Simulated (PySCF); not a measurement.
Zn(H)(SH) (H2SZn), SMILES [SH][ZnH]. Atoms are numbered in the order given.

```xyz
4

Zn     0.0008     0.7451     0.0000
H      0.0275     2.2763     0.0000
S     -0.0819    -1.4414     0.0000
H      1.2580    -1.5663     0.0000
```

Geometry optimised at B3LYP-D3(BJ)/def2-TZVP.

Method: PySCF with ωB97X/def2-TZVPD.

Mulliken values depend strongly on the basis, most of all with diffuse functions as here. Atomic charges (e):

```tsv
atom	meta-Löwdin	Mulliken
Zn1	1.02	0.12
H2	-0.39	0.04
S3	-0.72	-0.31
H4	0.09	0.15
```
